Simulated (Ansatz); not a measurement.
Two members of one family (Series CuX(NH3)), computed with Ansatz in the gas phase; def2 core potentials for I, no spin–orbit coupling. The two geometries come from different levels. Binding counts from free atoms in the multiplicity of their measured ground term, without zero-point energy. Names give formal oxidation states. A dash marks a value that wasn't run or was left out as unsound. The structures are stationary points that may keep the symmetry of their start. Remarks come from the PBE and PBE0 runs and from stability tests at other levels; not every state was tested. HOMO above LUMO (over both spins in singlets and doublets, within one spin in higher multiplets; at PBE or PBE0), or a gap under 0.15 eV within one spin, warns that the state may not be the lowest or that an electron is smeared out.

First: Cu(NH3)Cl (singlet, charge 0, B3LYP-D4/def2-TZVP geometry).

```xyz
6

Cu    0.400    0.785    0.722
N    -0.286   -0.563   -0.518
H    -0.089   -0.313   -1.483
H    -1.292   -0.668   -0.429
H     0.134   -1.472   -0.345
Cl    1.133    2.231    2.054
```

```
              level  HOMO (eV)  LUMO (eV)  gap (eV)  vertical IE (eV)  vertical triplet (eV)  binding per atom (eV)
    PBE-D4/def2-SVP      -4.35      -1.26      3.09                 –                      –                   3.16
   PBE-D4/def2-TZVP      -5.03      -1.65      3.38              8.71                   4.21                   3.10
r2SCAN-D4/def2-TZVP      -5.22      -1.06      4.15              8.73                   4.25                   3.06
 HSE06-D4/def2-TZVP      -6.13      -1.19      4.93                 –                      –                   3.02
  LC-ωPBE/def2-TZVP      -9.25       1.21     10.47                 –                      –                   3.04
```

Metal–donor distances: 1 × N 1.96 Å, 1 × Cl 2.10 Å. Remarks: gap within one spin near zero at PBE or PBE0 (+1 doublet), gap within one spin near zero at PBE or PBE0 (triplet).

Second: Cu(NH3)I (singlet, charge 0, PBE-D4/def2-TZVP geometry).

Cartesian coordinates in Å:
```
Cu 0.272 -0.968 -0.429
N -0.214 0.761 0.338
H -0.781 0.652 1.185
H -0.758 1.327 -0.321
H 0.614 1.306 0.595
I 0.866 -3.078 -1.368
```

Q: What does the change do? Estimate second minus first.

A: 
| level | Δ HOMO (eV) | Δ LUMO (eV) | Δ gap (eV) | Δ vertical IE (eV) | Δ vertical triplet (eV) | Δ binding per atom (eV) |
| --- | --- | --- | --- | --- | --- | --- |
| PBE-D4/def2-SVP | -0.12 | -0.17 | -0.04 | – | – | -0.12 |
| PBE-D4/def2-TZVP | 0.13 | -0.10 | -0.23 | -0.70 | -0.35 | -0.13 |
| r2SCAN-D4/def2-TZVP | 0.12 | -0.13 | -0.25 | -0.68 | -0.21 | -0.14 |
| HSE06-D4/def2-TZVP | 0.50 | -0.13 | -0.62 | – | – | -0.13 |
| LC-ωPBE/def2-TZVP | 0.73 | -0.19 | -0.92 | – | – | -0.14 |

Metal–donor distances: 1 × N 1.95 Å, 1 × I 2.39 Å. Remarks: gap within one spin near zero at PBE or PBE0 (+1 doublet), gap within one spin near zero at PBE or PBE0 (triplet).
